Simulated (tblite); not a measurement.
A geometry optimisation, step by step.

C₅H₇N₃O₂.
SMILES with atom numbers: `[CH3:1][O:2][C:3](=[O:4])[c:5]1[cH:6][n:7]([CH3:8])[n:9][n:10]1` (hydrogens: H11, H12, H13 on C1; H14 on C6; H15, H16, H17 on C8)

Computed with GFN2-xTB (tblite), gas phase: L-BFGS steps from a force-field or distance-geometry start until the largest atomic force falls under 0.01 eV/Å. 6 of its 49 geometries are shown.

Step 0: E = -847.3083 eV, largest atomic force 3.498 eV/Å
```
atom  x, y, z in Å  |  force x, y, z in eV/Å
C1      3.769    0.055   -0.504   -0.204  -0.560   0.954
O2      2.380    0.296   -0.632   -2.319  -0.380   0.678
C3      1.441   -0.182    0.304    2.383  -1.278   1.607
O4      1.814   -0.851    1.304   -0.961   1.865  -2.799
C5     -0.006    0.111    0.109    0.320   0.809  -1.400
C6     -1.069   -0.267    0.897    0.535  -1.001   1.571
N7     -2.194    0.216    0.341    0.087  -0.505   0.620
C8     -3.535    0.027    0.899    0.268  -0.855  -0.389
N9     -1.869    0.866   -0.757    2.060   0.203  -0.662
N10    -0.555    0.821   -0.922   -1.965  -0.008   0.364
H11     4.004   -1.022   -0.590   -0.193   0.290  -0.018
H12     4.066    0.376    0.506    0.218  -0.015  -0.223
H13     4.314    0.602   -1.277   -0.448   0.041   0.148
H14    -0.938   -0.852    1.805   -0.592   0.277  -0.338
H15    -3.760   -1.071    0.985    0.348   0.831  -0.137
H16    -4.320    0.454    0.258    0.589   0.129   0.223
H17    -3.550    0.434    1.913   -0.126   0.156  -0.199
```

Step 10: E = -847.9022 eV, largest atomic force 0.172 eV/Å
```
atom  x, y, z in Å  |  force x, y, z in eV/Å
C1      3.668    0.044   -0.462   -0.161   0.045  -0.028
O2      2.279    0.301   -0.646   -0.142   0.037   0.016
C3      1.452   -0.175    0.281   -0.034  -0.051   0.161
O4      1.816   -0.807    1.247    0.121  -0.031   0.008
C5      0.023    0.121    0.077   -0.008  -0.012  -0.038
C6     -0.988   -0.304    0.930    0.057   0.005   0.054
N7     -2.118    0.171    0.386    0.104  -0.027   0.008
C8     -3.448    0.004    0.891    0.030   0.060  -0.088
N9     -1.830    0.840   -0.733    0.087  -0.002   0.057
N10    -0.571    0.819   -0.921   -0.001  -0.017  -0.028
H11     3.879   -1.026   -0.561   -0.035   0.096  -0.042
H12     4.007    0.371    0.527   -0.114   0.007  -0.069
H13     4.149    0.621   -1.247    0.136  -0.094   0.033
H14    -0.977   -0.869    1.835    0.100  -0.047   0.033
H15    -3.690   -1.060    0.954   -0.042   0.105   0.007
H16    -4.122    0.504    0.202   -0.100  -0.016  -0.034
H17    -3.537    0.459    1.881    0.003  -0.058  -0.050
```

Step 19: E = -847.9265 eV, largest atomic force 0.056 eV/Å
```
atom  x, y, z in Å  |  force x, y, z in eV/Å
C1      3.631    0.057   -0.473    0.006   0.006  -0.018
O2      2.247    0.317   -0.650   -0.004   0.015  -0.017
C3      1.458   -0.182    0.297    0.014  -0.004   0.036
O4      1.858   -0.813    1.249    0.053  -0.019   0.004
C5      0.035    0.102    0.100   -0.015   0.003  -0.010
C6     -0.977   -0.315    0.950   -0.008  -0.022   0.042
N7     -2.101    0.165    0.395   -0.003  -0.022  -0.002
C8     -3.443    0.015    0.874    0.013   0.013  -0.024
N9     -1.801    0.831   -0.723    0.000  -0.005   0.021
N10    -0.542    0.801   -0.906   -0.043  -0.002   0.007
H11     3.825   -1.014   -0.574    0.030   0.016   0.026
H12     3.947    0.384    0.521    0.032  -0.030  -0.031
H13     4.152    0.612   -1.247   -0.009   0.021  -0.017
H14    -0.938   -0.887    1.851   -0.041  -0.003   0.018
H15    -3.702   -1.043    0.937   -0.017   0.018   0.002
H16    -4.113    0.514    0.178    0.012   0.019  -0.035
H17    -3.541    0.467    1.862   -0.021  -0.004  -0.002
```

Step 29: E = -847.9346 eV, largest atomic force 0.081 eV/Å
```
atom  x, y, z in Å  |  force x, y, z in eV/Å
C1      3.628    0.074   -0.496    0.012  -0.003  -0.009
O2      2.238    0.326   -0.642    0.015  -0.019   0.002
C3      1.473   -0.193    0.316    0.034  -0.014   0.048
O4      1.909   -0.828    1.249   -0.009  -0.050   0.063
C5      0.042    0.077    0.146   -0.001   0.004  -0.025
C6     -0.983   -0.337    0.986   -0.004  -0.003   0.024
N7     -2.099    0.147    0.415    0.000  -0.018  -0.031
C8     -3.458    0.027    0.855    0.037   0.006  -0.016
N9     -1.782    0.810   -0.699   -0.003   0.016  -0.001
N10    -0.523    0.775   -0.867   -0.042   0.004  -0.010
H11     3.833   -0.995   -0.597   -0.021   0.006   0.002
H12     3.969    0.399    0.490    0.006   0.009  -0.034
H13     4.133    0.628   -1.283   -0.045   0.034  -0.003
H14    -0.973   -0.906    1.891    0.017  -0.002   0.003
H15    -3.754   -1.021    0.915    0.030   0.016  -0.024
H16    -4.080    0.542    0.125   -0.011  -0.001   0.031
H17    -3.580    0.486    1.837   -0.015   0.017  -0.019
```

Step 38: E = -847.9391 eV, largest atomic force 0.032 eV/Å
```
atom  x, y, z in Å  |  force x, y, z in eV/Å
C1      3.623    0.086   -0.513    0.006  -0.001   0.007
O2      2.227    0.316   -0.613    0.018   0.005  -0.015
C3      1.478   -0.216    0.351    0.028   0.009  -0.003
O4      1.917   -0.855    1.278    0.009  -0.014   0.010
C5      0.047    0.058    0.173    0.000  -0.013   0.002
C6     -0.987   -0.348    1.004   -0.016   0.012   0.017
N7     -2.094    0.143    0.421   -0.004   0.002  -0.026
C8     -3.461    0.038    0.839    0.021   0.002  -0.008
N9     -1.763    0.800   -0.691    0.000   0.025  -0.006
N10    -0.503    0.758   -0.847   -0.011  -0.009   0.003
H11     3.841   -0.980   -0.622   -0.001   0.012  -0.004
H12     3.997    0.420    0.458   -0.012   0.000   0.001
H13     4.086    0.654   -1.316   -0.029  -0.012   0.003
H14    -0.981   -0.916    1.909   -0.018  -0.004   0.009
H15    -3.766   -1.008    0.891    0.004   0.020   0.005
H16    -4.067    0.560    0.100   -0.001  -0.016   0.013
H17    -3.600    0.503    1.817    0.007  -0.017  -0.008
```

Step 48: E = -847.9397 eV, largest atomic force 0.009 eV/Å
```
atom  x, y, z in Å  |  force x, y, z in eV/Å
C1      3.621    0.088   -0.515    0.000   0.001  -0.001
O2      2.224    0.313   -0.610    0.003  -0.003   0.000
C3      1.480   -0.222    0.357    0.000   0.000  -0.007
O4      1.925   -0.862    1.282   -0.004   0.001  -0.001
C5      0.049    0.053    0.180   -0.001  -0.004   0.008
C6     -0.990   -0.348    1.007   -0.005   0.003  -0.002
N7     -2.093    0.146    0.417   -0.003  -0.002  -0.002
C8     -3.459    0.040    0.836    0.001   0.001  -0.002
N9     -1.755    0.803   -0.693   -0.004   0.000   0.003
N10    -0.495    0.755   -0.843    0.001  -0.004   0.007
H11     3.843   -0.976   -0.625    0.000   0.003   0.001
H12     3.997    0.424    0.454    0.000   0.001  -0.004
H13     4.074    0.657   -1.323    0.002  -0.001   0.003
H14    -0.997   -0.915    1.913    0.001   0.001  -0.002
H15    -3.763   -1.007    0.889    0.007   0.006   0.000
H16    -4.069    0.559    0.099    0.004   0.000   0.004
H17    -3.596    0.502    1.815    0.000  -0.004  -0.007
```

Q: Summarise the path.

A: The energy falls by 14.56 kcal/mol from step 0 to step 48; nine tenths of that is first reached at step 8. It falls at every step. The largest force goes from 3.498 to 0.009 eV/Å. Among the bonds O2–C3 changes most, from 1.410 to 1.332 Å; the atoms move by 0.157 Å rms after alignment.

Q: Follow the three bonds and two angles with the largest change from start to end.

A: 
```json
{"step": "0", "E above end (kcal/mol)": "14.56", "largest force (eV/Å)": "3.498", "O2–C3 (Å)": "1.410", "N9–N10 (Å)": "1.325", "C3=O4 (Å)": "1.260", "C5–C6–H14 (°)": "122.2", "O2–C3–C5 (°)": "119.5"}
{"step": "2", "E above end (kcal/mol)": "6.39", "largest force (eV/Å)": "0.872", "O2–C3 (Å)": "1.343", "N9–N10 (Å)": "1.260", "C3=O4 (Å)": "1.220", "C5–C6–H14 (°)": "125.5", "O2–C3–C5 (°)": "116.9"}
{"step": "4", "E above end (kcal/mol)": "3.48", "largest force (eV/Å)": "0.507", "O2–C3 (Å)": "1.331", "N9–N10 (Å)": "1.281", "C3=O4 (Å)": "1.211", "C5–C6–H14 (°)": "130.2", "O2–C3–C5 (°)": "116.6"}
{"step": "6", "E above end (kcal/mol)": "2.28", "largest force (eV/Å)": "0.445", "O2–C3 (Å)": "1.336", "N9–N10 (Å)": "1.273", "C3=O4 (Å)": "1.208", "C5–C6–H14 (°)": "133.5", "O2–C3–C5 (°)": "115.7"}
{"step": "8", "E above end (kcal/mol)": "1.30", "largest force (eV/Å)": "0.354", "O2–C3 (Å)": "1.336", "N9–N10 (Å)": "1.269", "C3=O4 (Å)": "1.211", "C5–C6–H14 (°)": "133.7", "O2–C3–C5 (°)": "115.7"}
{"step": "10", "E above end (kcal/mol)": "0.86", "largest force (eV/Å)": "0.172", "O2–C3 (Å)": "1.330", "N9–N10 (Å)": "1.273", "C3=O4 (Å)": "1.211", "C5–C6–H14 (°)": "132.5", "O2–C3–C5 (°)": "115.8"}
{"step": "13", "E above end (kcal/mol)": "0.49", "largest force (eV/Å)": "0.149", "O2–C3 (Å)": "1.329", "N9–N10 (Å)": "1.273", "C3=O4 (Å)": "1.210", "C5–C6–H14 (°)": "131.6", "O2–C3–C5 (°)": "114.4"}
{"step": "15", "E above end (kcal/mol)": "0.40", "largest force (eV/Å)": "0.113", "O2–C3 (Å)": "1.331", "N9–N10 (Å)": "1.271", "C3=O4 (Å)": "1.210", "C5–C6–H14 (°)": "131.5", "O2–C3–C5 (°)": "113.9"}
{"step": "17", "E above end (kcal/mol)": "0.33", "largest force (eV/Å)": "0.098", "O2–C3 (Å)": "1.331", "N9–N10 (Å)": "1.271", "C3=O4 (Å)": "1.211", "C5–C6–H14 (°)": "131.0", "O2–C3–C5 (°)": "114.0"}
{"step": "19", "E above end (kcal/mol)": "0.30", "largest force (eV/Å)": "0.056", "O2–C3 (Å)": "1.330", "N9–N10 (Å)": "1.272", "C3=O4 (Å)": "1.210", "C5–C6–H14 (°)": "130.7", "O2–C3–C5 (°)": "114.1"}
{"step": "21", "E above end (kcal/mol)": "0.27", "largest force (eV/Å)": "0.067", "O2–C3 (Å)": "1.330", "N9–N10 (Å)": "1.272", "C3=O4 (Å)": "1.210", "C5–C6–H14 (°)": "130.8", "O2–C3–C5 (°)": "114.0"}
{"step": "23", "E above end (kcal/mol)": "0.23", "largest force (eV/Å)": "0.072", "O2–C3 (Å)": "1.331", "N9–N10 (Å)": "1.271", "C3=O4 (Å)": "1.210", "C5–C6–H14 (°)": "131.1", "O2–C3–C5 (°)": "113.9"}
{"step": "25", "E above end (kcal/mol)": "0.19", "largest force (eV/Å)": "0.073", "O2–C3 (Å)": "1.331", "N9–N10 (Å)": "1.270", "C3=O4 (Å)": "1.210", "C5–C6–H14 (°)": "131.2", "O2–C3–C5 (°)": "113.9"}
{"step": "27", "E above end (kcal/mol)": "0.15", "largest force (eV/Å)": "0.085", "O2–C3 (Å)": "1.331", "N9–N10 (Å)": "1.271", "C3=O4 (Å)": "1.210", "C5–C6–H14 (°)": "131.3", "O2–C3–C5 (°)": "114.0"}
{"step": "29", "E above end (kcal/mol)": "0.12", "largest force (eV/Å)": "0.081", "O2–C3 (Å)": "1.332", "N9–N10 (Å)": "1.271", "C3=O4 (Å)": "1.210", "C5–C6–H14 (°)": "131.7", "O2–C3–C5 (°)": "113.9"}
{"step": "31", "E above end (kcal/mol)": "0.09", "largest force (eV/Å)": "0.055", "O2–C3 (Å)": "1.333", "N9–N10 (Å)": "1.270", "C3=O4 (Å)": "1.210", "C5–C6–H14 (°)": "131.9", "O2–C3–C5 (°)": "113.7"}
{"step": "33", "E above end (kcal/mol)": "0.06", "largest force (eV/Å)": "0.062", "O2–C3 (Å)": "1.333", "N9–N10 (Å)": "1.270", "C3=O4 (Å)": "1.210", "C5–C6–H14 (°)": "131.9", "O2–C3–C5 (°)": "113.3"}
{"step": "35", "E above end (kcal/mol)": "0.04", "largest force (eV/Å)": "0.051", "O2–C3 (Å)": "1.332", "N9–N10 (Å)": "1.270", "C3=O4 (Å)": "1.210", "C5–C6–H14 (°)": "131.6", "O2–C3–C5 (°)": "112.9"}
{"step": "38", "E above end (kcal/mol)": "0.01", "largest force (eV/Å)": "0.032", "O2–C3 (Å)": "1.332", "N9–N10 (Å)": "1.270", "C3=O4 (Å)": "1.209", "C5–C6–H14 (°)": "131.2", "O2–C3–C5 (°)": "112.7"}
{"step": "40", "E above end (kcal/mol)": "0.01", "largest force (eV/Å)": "0.030", "O2–C3 (Å)": "1.331", "N9–N10 (Å)": "1.270", "C3=O4 (Å)": "1.209", "C5–C6–H14 (°)": "131.2", "O2–C3–C5 (°)": "112.6"}
{"step": "42", "E above end (kcal/mol)": "0.01", "largest force (eV/Å)": "0.025", "O2–C3 (Å)": "1.331", "N9–N10 (Å)": "1.270", "C3=O4 (Å)": "1.209", "C5–C6–H14 (°)": "131.2", "O2–C3–C5 (°)": "112.6"}
{"step": "44", "E above end (kcal/mol)": "0.00", "largest force (eV/Å)": "0.019", "O2–C3 (Å)": "1.331", "N9–N10 (Å)": "1.270", "C3=O4 (Å)": "1.209", "C5–C6–H14 (°)": "131.3", "O2–C3–C5 (°)": "112.5"}
{"step": "46", "E above end (kcal/mol)": "0.00", "largest force (eV/Å)": "0.012", "O2–C3 (Å)": "1.331", "N9–N10 (Å)": "1.270", "C3=O4 (Å)": "1.209", "C5–C6–H14 (°)": "131.5", "O2–C3–C5 (°)": "112.5"}
{"step": "48", "E above end (kcal/mol)": "0.00", "largest force (eV/Å)": "0.009", "O2–C3 (Å)": "1.332", "N9–N10 (Å)": "1.270", "C3=O4 (Å)": "1.209", "C5–C6–H14 (°)": "131.6", "O2–C3–C5 (°)": "112.4"}
```

What follows is the cost of the whole relaxation. Time: 0.26 s of wall time. Hardware: one thread, Arm Neoverse V2 (aarch64), on a shared host.
